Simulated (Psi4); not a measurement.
C₇H₇O (SMILES Cc1c[c]c(O)cc1), doublet, at a GFN2-xTB geometry; M06-2X/STO-3G run with Psi4.

Psi4 was given this input:
```
memory 2 GB

molecule {
0 2
  C    -2.81768532   -0.32396682   -0.28307830
  C    -1.33807357   -0.15438107   -0.11596451
  C    -0.45240414   -0.50055926   -1.12825950
  C     0.91087715   -0.33804004   -0.99052910
  C     1.44538695    0.18809075    0.19017884
  O     2.79470630    0.33489593    0.29488929
  C     0.54307014    0.51966633    1.16818007
  C    -0.80371845    0.37218053    1.06496024
  H    -3.04678168   -1.32160158   -0.65455207
  H    -3.20055120    0.39872599   -1.00414380
  H    -3.33746755   -0.17506653    0.65995238
  H    -0.84191564   -0.90944101   -2.04981453
  H     1.59798091   -0.60875677   -1.77773074
  H     3.00717248    0.70565301    1.15923371
  H    -1.46080448    0.65337680    1.87501403
}

set basis sto-3g
set reference uks
set guess sap

energy('m06-2x')
print_variables()
```

The log (banner, timings and long lists left out):

```
   => Loading Basis Set <=

    Name: STO-3G
    Role: ORBITAL
    Keyword: BASIS

         ---------------------------------------------------------
                                   SCF
               by Justin Turney, Rob Parrish, Andy Simmonett
                          and Daniel G. A. Smith
                              UKS Reference
         ---------------------------------------------------------

  ==> Geometry <==

    Molecular point group: c1
    Full point group: C1

    Geometry (in Angstrom), charge = 0, multiplicity = 2:

       Center              X                  Y                   Z               Mass
    ------------   -----------------  -----------------  -----------------  -----------------
         C           -2.885048148122    -0.335602256138    -0.299673566176    12.000000000000
         C           -1.405436398122    -0.166016506138    -0.132559776176    12.000000000000
         C           -0.519766968122    -0.512194696138    -1.144854766176    12.000000000000
         C            0.843514321878    -0.349675476138    -1.007124366176    12.000000000000
         C            1.378024121878     0.176455313862     0.173583573824    12.000000000000
         O            2.727343471878     0.323260493862     0.278294023824    15.994914619570
         C            0.475707311878     0.508030893862     1.151584803824    12.000000000000
         C           -0.871081278122     0.360545093862     1.048364973824    12.000000000000
         H           -3.114144508122    -1.333237016138    -0.671147336176     1.007825032230
         H           -3.267914028122     0.387090553862    -1.020739066176     1.007825032230
         H           -3.404830378122    -0.186701966138     0.643357113824     1.007825032230
         H           -0.909278468122    -0.921076446138    -2.066409796176     1.007825032230
         H            1.530618081878    -0.620392206138    -1.794326006176     1.007825032230
         H            2.939809651878     0.694017573862     1.142638443824     1.007825032230
         H           -1.528167308122     0.641741363862     1.858418763824     1.007825032230

  Running in c1 symmetry.

  Rotational constants: A =      0.19852  B =      0.04910  C =      0.03965 [cm^-1]
  Rotational constants: A =   5951.51616  B =   1471.88070  C =   1188.73245 [MHz]
  Nuclear repulsion =  332.587019633590046

  Charge       = 0
  Multiplicity = 2
  Electrons    = 57
  Nalpha       = 29
  Nbeta        = 28

  ==> Algorithm <==

  SCF Algorithm Type is DF.
  DIIS enabled.
  MOM disabled.
  Fractional occupation disabled.
  Guess Type is SAP.
  Energy threshold   = 1.00e-06
  Density threshold  = 1.00e-06
  Integral threshold = 1.00e-12

  ==> Primary Basis <==

  Basis Set: STO-3G
    Blend: STO-3G
    Number of shells: 31
    Number of basis functions: 47
    Number of Cartesian functions: 47
    Spherical Harmonics?: true
    Max angular momentum: 1

  ==> DFT Potential <==

   => LibXC <=

    Version 7.1.2
    S. Lehtola, C. Steigemann, M. J. T. Oliveira, and M. A. L. Marques,  SoftwareX 7, 1–5 (2018) (10.1016/j.softx.2017.11.002)

   => Composite Functional: M06-2X <=

    Hybrid M06-2X Meta-GGA XC Functional  (10.1007/s00214-007-0310-x)
    Y. Zhao and D. G. Truhlar,  Theor. Chem. Acc., 120, 215, 2008

    Deriv               =              1
    GGA                 =           TRUE
    Meta                =           TRUE

    Exchange Hybrid     =           TRUE
    MP2 Hybrid          =          FALSE

   => Exchange Functionals <=

    1.0000   XC_HYB_MGGA_X_M06_2X

   => Exact (HF) Exchange <=

    0.5400               HF

   => Correlation Functionals <=

    1.0000   XC_MGGA_C_M06_2X

   => LibXC Density Thresholds  <==

    XC_MGGA_C_M06_2X:  1.00E-12
    XC_HYB_MGGA_X_M06_2X:  1.00E-15

   => Molecular Quadrature <=

    Radial Scheme          =       TREUTLER
    Pruning Scheme         =           NONE
    Nuclear Scheme         =       TREUTLER

[...]

  ==> Iterations <==

                           Total Energy        Delta E     RMS |[F,P]|

   @DF-UKS iter   1:  -338.04167960712414   -3.38042e+02   4.44879e-02 ADIIS/DIIS
   @DF-UKS iter   2:  -325.28839829848295    1.27533e+01   6.76343e-02 ADIIS/DIIS
   @DF-UKS iter   3:  -340.94801857792874   -1.56596e+01   1.99772e-02 ADIIS/DIIS
   @DF-UKS iter   4:  -341.41662489457320   -4.68606e-01   1.37698e-02 ADIIS/DIIS
   @DF-UKS iter   5:  -341.71326590967169   -2.96641e-01   2.69169e-03 ADIIS/DIIS
   @DF-UKS iter   6:  -341.72492141717964   -1.16555e-02   1.17128e-03 ADIIS/DIIS
   @DF-UKS iter   7:  -341.72754984771763   -2.62843e-03   3.28725e-04 ADIIS/DIIS
   @DF-UKS iter   8:  -341.72779705984766   -2.47212e-04   1.09391e-04 ADIIS/DIIS
   @DF-UKS iter   9:  -341.72783274089505   -3.56810e-05   6.68385e-05 DIIS
   @DF-UKS iter  10:  -341.72784702580344   -1.42849e-05   2.09242e-05 DIIS
   @DF-UKS iter  11:  -341.72784866314993   -1.63735e-06   1.03771e-05 DIIS
   @DF-UKS iter  12:  -341.72784952971512   -8.66565e-07   7.40863e-06 DIIS
   @DF-UKS iter  13:  -341.72784997869752   -4.48982e-07   3.60342e-06 DIIS
   @DF-UKS iter  14:  -341.72785011289568   -1.34198e-07   1.15185e-06 DIIS
   @DF-UKS iter  15:  -341.72785012604027   -1.31446e-08   3.85161e-07 DIIS
  Energy and wave function converged.

  ==> Post-Iterations <==

   Electrons on quadrature grid:
      Nalpha   =   28.9999945605 ; deviation = -5.439e-06
      Nbeta    =   27.9999941527 ; deviation = -5.847e-06
      Ntotal   =   56.9999887133 ; deviation = -1.129e-05

   @Spin Contamination Metric:   1.448893842E-02
   @S^2 Expected:                7.500000000E-01
   @S^2 Observed:                7.644889384E-01
   @S   Expected:                5.000000000E-01
   @S   Observed:                5.000000000E-01

    Orbital Energies [Eh]
    ---------------------

    Alpha Occupied:

[...]
    Alpha Virtual:

[...]
    Beta Occupied:

[...]
      28A     -0.185529

    Beta Virtual:

[...]
      47A      0.902624

    Final Occupation by Irrep:
              A
    DOCC [    28 ]
    SOCC [     1 ]
    NA   [    29 ]
    NB   [    28 ]

  @DF-UKS Final Energy:  -341.72785012604027

   => Energetics <=

    Nuclear Repulsion Energy =            332.5870196335900459
    One-Electron Energy =               -1123.3809396946248853
    Two-Electron Energy =                 472.8667364796547758
    DFT Exchange-Correlation Energy =     -23.8006665446601495
    Empirical Dispersion Energy =           0.0000000000000000
    VV10 Nonlocal Energy =                  0.0000000000000000
    Total Energy =                       -341.7278501260402663

  UHF NO Occupations:
  HONO-2 :   27  A 1.9993326
  HONO-1 :   28  A 1.9942535
  HONO-0 :   29  A 1.0000000
  LUNO+0 :   30  A 0.0057465
  LUNO+1 :   31  A 0.0006674
  LUNO+2 :   32  A 0.0002784
  LUNO+3 :   33  A 0.0002742

Computation Completed

Properties will be evaluated at   0.000000,   0.000000,   0.000000 [a0]

Properties computed using the SCF density matrix

 Multipole Moments:

 ------------------------------------------------------------------------------------
     Multipole            Electronic (a.u.)      Nuclear  (a.u.)        Total (a.u.)
 ------------------------------------------------------------------------------------

 L = 1.  Multiply by 2.5417464519 to convert [e a0] to [Debye]
 Dipole X            :          7.1645427           -7.2559463           -0.0914035
 Dipole Y            :          1.4038190           -1.2533041            0.1505149
 Dipole Z            :          2.1528914           -1.7875495            0.3653419
 Magnitude           :                                                    0.4055663

 ------------------------------------------------------------------------------------

  Variable Map:
  ----------------------------------------------------------------------------
[...]
  Array Variable Map:
  ----------------------------------------------------------------------------
[...]
[...]
```
